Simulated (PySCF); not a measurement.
Input for PySCF: R-M06-2X/def2-TZVPPD on C2H4 (SMILES C=C) with ghost functions.

```python
from pyscf import gto, dft

mol = gto.M(
    atom='''
    C    -0.24146185    0.69802587    4.25289228
    C     0.08124470   -0.58591553    4.30494572
    H    -0.34138037    1.22423195    3.31133111
    H    -0.41927281    1.27647813    5.15146124
    H     0.18037240   -1.10947692    5.24818696
    H     0.25949804   -1.16705123    3.40831542
    ghost-C    0.72255759    0.10536951    0.54328835
    ghost-C   -0.56149168   -0.21801594    0.49865039
    ghost-H    1.31211242    0.21835379   -0.35854265
    ghost-H    1.23772250    0.27087242    1.48170338
    ghost-H   -1.15372802   -0.33155841    1.39853380
    ghost-H   -1.07401047   -0.38261182   -0.44149369
    ''',
    basis='def2-tzvppd',
    charge=0, spin=0, verbose=4, max_memory=1800)
mf = dft.RKS(mol, xc='m062x').density_fit(auxbasis='def2-universal-jkfit')
mf.grids.level = 4
mf.conv_tol = 1e-9
mf.max_cycle = 150
mf.kernel()
mf.dip_moment()
```

Problem. What total energy does the run end on?

Solution. -78.5737 hartree.
